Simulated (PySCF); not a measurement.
Stepwise substitution at one centre (B NH2-SH). Isolated molecules, 0 K electronic values unless said otherwise. One relaxed conformer stands for each flexible species; it need not be the lowest. Strings in code marks are SMILES.

All values below come from B3LYP-D3(BJ)/def2-TZVP // PBE0-D4/def2-TZVP in PySCF. B3LYP has the VWN-RPA correlation part, as in Gaussian. Excitations are Tamm–Dancoff values on a coarser integration grid. The basis has no diffuse functions, so Rydberg states are missing or too high.

```
species                                                                           brightest of the four lowest singlets (TDA) (eV)  HOMO–LUMO gap (eV)
--------------------------------------------------------------------------------  ------------------------------------------------  ------------------
0 of 3 NH2 replaced by SH (`NB(N)N`)                                                                                          6.87                6.82
1 of 3 NH2 replaced by SH (`NB(N)S` (N–B–S–H torsion 180°))                                                                      –                6.70
2 of 3 NH2 replaced by SH (`NB(S)S` (S–B–S–H torsion -180°, S–B–S–H torsion 0°))                                                 …                6.66
3 of 3 NH2 replaced by SH (`B(S)(S)S`)                                                                                        5.97                6.35
```

Task: Complete the blanks.

Result: 
- 2 of 3 NH2 replaced by SH (`NB(S)S` (S–B–S–H torsion -180°, S–B–S–H torsion 0°)), brightest of the four lowest singlets (TDA) (eV): 6.72
